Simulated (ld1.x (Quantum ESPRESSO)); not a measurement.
**PBEsol PAW dataset for Au (Z = 79), scalar-relativistic all-electron reference.**

- Element: gold (Au)
- Generator: ld1.x (Quantum ESPRESSO) 7.5
- Type: PAW
- Functional: PBEsol
- Relativity: scalar-relativistic
- Frozen core: [Xe] 4f14
- Valence charge: 11
- Reference configuration: 5d10 6s0 6p0 (charge +1)
- Partial waves: 6s (bound, empty): rcut 1.45, rcutus 1.95 bohr; 6s channel at 1.2 Ry: rcut 1.45, rcutus 1.95 bohr; 6p (bound, empty): rcut 2.35, rcutus 3.00 bohr; 6p channel at 0.75 Ry: rcut 2.35, rcutus 3.00 bohr; 5d (bound): rcut 1.25, rcutus 1.65 bohr; 5d channel at 0.6 Ry: rcut 1.25, rcutus 1.65 bohr
- Local potential: all-electron potential smoothed inside 1.50 bohr (lloc = -2)
- Core correction: Bessel-smoothed model core, default radius (core density twice the valence density)
- Augmentation charge: PSQ, inside the norm-conserving radii

All-electron outer shells of the reference configuration (PBEsol, scalar-relativistic, ld1.x):

```csv
shell,level (eV),outermost node (bohr),outermost maximum (bohr)
4f,-89.65,–,0.37
5p,-68.37,0.52,0.96
5d,-15.36,0.56,1.21
6s,-13.22,1.11,2.24
6p,-6.61,1.31,2.98
```

(1) Is the overlap operator S = 1 + Σ q|β⟩⟨β| positive definite (Bessel basis up to 400 Ry)?

Results:

(1) No: its lowest eigenvalue is -0.007, in the s channel, so the generalised eigenproblem breaks down once the basis is large enough.

Test run stopped at test 1 of 7 (negative rho).

The ghost test of this file was not conclusive. Its overlap operator is not positive definite in a basis up to 400 Ry (lowest eigenvalue s -0.01), so the file is unfit for use: the generalised eigenproblem breaks down once the basis is large enough, and its test numbers describe a broken file.
